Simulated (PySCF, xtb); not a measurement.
sulfuric acid (H₂O₄S), SMILES O=S(=O)(O)O. The values are those of a single conformer.

Harmonic wavenumbers (cm⁻¹) from GFN2-xTB run with xtb at its own minimum, in rising order: 238, 251, 340, 386, 409, 484, 492, 742, 756, 861, 889, 1150, 1345, 3629, 3642.

**Question.** What does PySCF with B3LYP-D3(BJ)/def2-SVP give at its own minimum? (An estimate is asked for; the answer gives what the named calculation found.)

**Answer.** 242, 314, 355, 420, 470, 515, 521, 795, 854, 1129, 1143, 1192, 1441, 3754, 3759. Paired by order, the mean absolute difference is 86 cm⁻¹ and the zero-point energies are 22.3 and 24.2 kcal/mol.
